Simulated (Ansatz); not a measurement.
Br2F2Si, SMILES `F[Si](F)(Br)Br`, relaxed with RKS PBE0-D4/def2-TZVP in the Gaussian-basis code of Ansatz from a PBE-D4/def2-SVP geometry. The force threshold is 0.005 eV/Å; the program also tests the step.

The species carries charge 0 and has multiplicity 1.

Start:

```xyz
5

F     0.964   -0.591   -1.245
Si   -0.022   -0.011   -0.102
F    -1.428    0.350   -0.816
Br    0.848    1.816    0.750
Br   -0.362   -1.564    1.413
```

(1) How much energy does the relaxation release, and in how many steps? (Estimate.)

(2) Which bonds change most? (Estimate.)

(3) Give the relaxed structure. (An estimate is asked.)

## Answers

(1) Computed: 1.93 kcal/mol, in 4 steps.

(2) Computed: F1–Si2 from 1.618 to 1.573 Å; Si2–F3 from 1.618 to 1.573 Å; Si2–Br5 from 2.196 to 2.174 Å; Si2–Br4 from 2.195 to 2.174 Å.

(3) Computed: 
```xyz
5

F     0.937   -0.575   -1.218
Si   -0.024   -0.012   -0.107
F    -1.391    0.340   -0.801
Br    0.838    1.797    0.734
Br   -0.360   -1.550    1.392
```
